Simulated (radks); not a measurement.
Ionisation ladder of boron, from B I to B V. Each ion is in the ground configuration listed by NIST, and IE = E(next ion) - E(this ion), with E = 0 for the bare nucleus. All-electron calculation, scalar-relativistic Kohn-Sham, PBEsol, spin-polarised, spherical densities, finite nucleus; open shells are filled with parallel spins first; Fermi nuclear charge, rms radius 2.406 fm. Program: a radial shooting solver on a logarithmic mesh with Libxc functionals.

| species | configuration | E (hartree) | IE, Delta-SCF (eV) | -e(HOMO) (eV) | HOMO | <r> HOMO (bohr) | IE, NIST (eV) | kind | error (eV) |
|---|---|---|---|---|---|---|---|---|---|
| B I | [He] 2s2 2p1 | -24.47978 | 8.413 | 3.975 | 2p up | 2.25 | 8.298 | exp. | +0.115 |
| B II | [He] 2s2 | -24.17061 | 24.421 | 19.378 | 2s | 1.78 | 25.155 | exp. | -0.734 |
| B III | [He] 2s1 | -23.27315 | 37.996 | 32.469 | 2s up | 1.63 | 37.931 | exp. | +0.065 |
| B IV | [He] | -21.87683 | 257.48 | 230.16 | 1s | 0.327 | 259.37 | theory | -1.9 |
| B V | 1s1 | -12.41464 | 337.82 | 307.15 | 1s up | 0.302 | 340.23 | theory | -2.4 |

Reference values: NIST Atomic Spectra Database (exp. = measured, semi-emp. = semi-empirical, theory = theoretical value adopted there). The ionisation energy per charge of the ion left behind rises most, in proportion, at B IV ([He]), from 12.665 to 64.370 eV. Against the entries that are not theoretical the mean signed error is -0.5 % and the largest -2.9 %. Open shells are spherical and high-spin; term and fine-structure splittings are not resolved.
